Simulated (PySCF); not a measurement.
**How methods differ on the excitation energy of Sc²⁺**

Sc²⁺ [Ar] 3d1 (2D) → Sc²⁺ [Ar] 4p1 (2P), as a difference of total energies. All numbers are calculated (PySCF 2.14, the spin-free X2C one-electron Hamiltonian (Gaussian nucleus), in ANO-RCC-VTZP). Correlated levels: valence and next inner shell: [Ne] frozen. The calculations carry no spin-orbit coupling.

```json
{"method": "UHF", "excitation energy (eV)": "7.368"}
{"method": "MP2 (valence and next inner shell)", "excitation energy (eV)": "7.499"}
{"method": "SCS-MP2 (valence and next inner shell)", "excitation energy (eV)": "7.514"}
{"method": "CCSD (valence and next inner shell)", "excitation energy (eV)": "7.498"}
{"method": "CCSD(T) (valence and next inner shell)", "excitation energy (eV)": "7.484"}
```

Q: How much does correlation contribute at CCSD(T) (valence and next inner shell)?

A: 7.484 − (7.368) = 0.116 eV, measured against UHF.

A first-order spin-orbit estimate (lowest level to lowest level, LS coupling) adds -0.010 eV.

The basis was made for the ground configuration and has no added diffuse functions, so the excitation energy can come out too high.
